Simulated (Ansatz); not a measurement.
`C=CCS[SiH3]` and `C=CCC[SiH3]` differ in one atom or group.

Ansatz, PBE0-D4/def2-TZVP geometries, multiplicity 1. Each molecule was computed in one conformer, which needn't be the lowest.

| property | `C=CCS[SiH3]` |
| --- | --- |
| LUMO energy (ωB97M-V/def2-TZVPP) / eV | 1.72 |
| HOMO–LUMO gap (PBE/def2-TZVPP) / eV | 4.50 |
| HOMO energy (PBE/def2-TZVPP) / eV | -5.80 |
| HOMO–LUMO gap (B3LYP/def2-TZVPP) / eV | 6.23 |
| size of the dipole moment (B3LYP/def2-TZVPP) / D | 1.42 |
| size of the dipole moment (ωB97M-V/def2-TZVPP) / D | 1.44 |

**Question.** What does the change do to each property? (Best estimate.)

**Answer.** Ansatz gave: 
```tsv
property	`C=CCC[SiH3]`	shift
LUMO energy (ωB97M-V/def2-TZVPP) / eV	2.02	0.30
HOMO–LUMO gap (PBE/def2-TZVPP) / eV	5.51	1.01
HOMO energy (PBE/def2-TZVPP) / eV	-6.38	-0.58
HOMO–LUMO gap (B3LYP/def2-TZVPP) / eV	7.17	0.94
size of the dipole moment (B3LYP/def2-TZVPP) / D	0.97	-0.45
size of the dipole moment (ωB97M-V/def2-TZVPP) / D	0.96	-0.48
```

With PBE0 the HOMO falls by 0.52 eV and the LUMO rises by 0.43 eV, so the gap widens by about 0.95 eV. PBE moves the HOMO by -0.58 eV and ωB97M-V by -0.59 eV. Dipoles are sizes alone; their direction can turn.

B3LYP here is the variant with VWN-RPA as its local correlation; programs differ in this.
